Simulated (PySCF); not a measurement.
C3H3ClF2, SMILES F[C@@H]1C[C@@]1(F)Cl.

Coordinates come from a PBE0-D3(BJ)/def2-SVP optimisation. The structure was generated by enumeration; whether it is a known compound was not checked.

Calculation: PBE0-D3(BJ)/def2-SVP run with PySCF 2.14.0.

Frequencies are harmonic and unscaled.

```csv
mode,ν (cm⁻¹),IR (km/mol),Raman (Å⁴/amu),depolarisation,moving atoms (share of kinetic energy)
1,184,2.3,0.5,0.75,"F 70 %, Cl 13 %, C 12 %"
2,220,3.0,0.7,0.75,"F 52 %, C 28 %, Cl 11 %, H 9 %"
3,307,1.9,2.3,0.54,"F 41 %, Cl 25 %, C 23 %, H 10 %"
4,395,2.1,2.3,0.58,"F 46 %, Cl 30 %, C 18 %"
5,452,2.6,2.3,0.67,"H 40 %, C 32 %, F 20 %, Cl 8 %"
6,543,9.5,5.6,0.33,"C 48 %, Cl 18 %, H 18 %, F 17 %"
7,696,38.9,3.7,0.27,"C 52 %, F 25 %, H 16 %"
8,816,6.0,9.5,0.42,"H 52 %, C 32 %, F 14 %"
9,883,17.2,3.0,0.57,"H 48 %, C 35 %, F 16 %"
10,974,57.9,4.6,0.75,"C 60 %, H 32 %"
11,1021,5.5,2.0,0.60,"H 64 %, C 33 %"
12,1087,26.5,6.8,0.10,"C 63 %, H 33 %"
13,1116,16.0,3.0,0.74,"H 55 %, C 44 %"
14,1173,146.2,3.7,0.18,"C 67 %, H 24 %, F 8 %"
15,1224,31.0,3.1,0.75,"H 43 %, C 34 %, F 23 %"
16,1337,57.5,5.0,0.45,"C 46 %, H 44 %, F 9 %"
17,1379,9.1,6.2,0.66,"H 80 %, C 19 %"
18,1512,79.3,3.0,0.11,"C 77 %, H 19 %"
19,3160,1.5,101.7,0.10,H 95 %
20,3196,4.2,82.2,0.24,"H 91 %, C 9 %"
21,3273,2.4,54.0,0.75,"H 89 %, C 11 %"
```
